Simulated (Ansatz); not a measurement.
Isolated molecules relaxed with PBE0-D4/def2-TZVP in Ansatz; ΔE leaves out vibrations. CCSD(T)/CBS adds triple-zeta CCSD(T) − MP2 to the extrapolated MP2 energy (def2 sets, frozen cores). Functionals use def2-TZVPP. B3LYP here is the variant with VWN-RPA as its local correlation; programs differ in this. Each species was taken in one conformer, which may not be the lowest.

Reaction (isomerisation): `C[S][AlH][CH2]F` → `C[S][Al]([CH3])[F]`

```csv
level,ΔE (kJ/mol),difference from CCSD(T)/CBS
PBE-D4,-291.3,21.1
PBE0-D4,-298.2,14.2
ωB97X-V,-297.6,14.8
ωB97M-V,-303.0,9.4
B2PLYP,-307.4,5.0
r2SCAN,-307.5,4.9
B3LYP,-298.2,14.2
HF/def2-TZVPP,-300.8,11.6
MP2/def2-TZVPP,-322.8,-10.4
SCS-MP2/def2-TZVPP,-313.4,-1.0
CCSD/def2-TZVPP,-308.9,3.5
CCSD(T)/def2-TZVPP,-308.3,4.1
HF/def2-QZVPP,-303.2,9.2
MP2/def2-QZVPP,-326.0,-13.6
MP2/CBS(def2),-326.9,-14.5
CCSD/CBS(def2),-312.9,-0.5
CCSD(T)/CBS,-312.4,0
```

Largest T1 diagnostic among the species: 0.011.

From PBE to PBE0 (25 % exact exchange), in def2-TZVPP and without D4, ΔE moves by −7.0 kJ/mol. In def2-TZVPP, CCSD(T) changes the Hartree–Fock value by −7.5 kJ/mol (the triples alone add +0.5 kJ/mol) and MP2 by −22.0 kJ/mol.
